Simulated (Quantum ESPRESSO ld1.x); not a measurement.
Task: Fe V, configuration [Ar] 3d4. Method: Dirac Kohn-Sham, relativistic LDA (MacDonald-Vosko exchange, VWN5 correlation), spin-unpolarised, spherical densities, point nucleus; open shells are shared between the two j in proportion to 2j + 1; computed with ld1.x of Quantum ESPRESSO 7.5. Some entries of the table are withheld. Estimate them.

orbital,occ.,eigenvalue (Ry),r(max) (bohr)
1s1/2,2,-516.270,0.038
2s1/2,2,-64.5273,(1)
2p1/2,2,(2),(3)
2p3/2,4,(4),(5)
3s1/2,2,-11.1532,0.696
3p1/2,2,-8.73832,(6)
3p3/2,4,-8.61733,(7)
3d3/2,1.6,-4.69015,(8)
3d5/2,2.4,-4.67539,(9)

Result: 
(1) 2s1/2 r(max) (bohr): 0.224
(2) 2p1/2 eigenvalue (Ry): -56.3798
(3) 2p1/2 r(max) (bohr): 0.179
(4) 2p3/2 eigenvalue (Ry): -55.4687
(5) 2p3/2 r(max) (bohr): 0.180
(6) 3p1/2 r(max) (bohr): 0.702
(7) 3p3/2 r(max) (bohr): 0.707
(8) 3d3/2 r(max) (bohr): 0.669
(9) 3d5/2 r(max) (bohr): 0.674
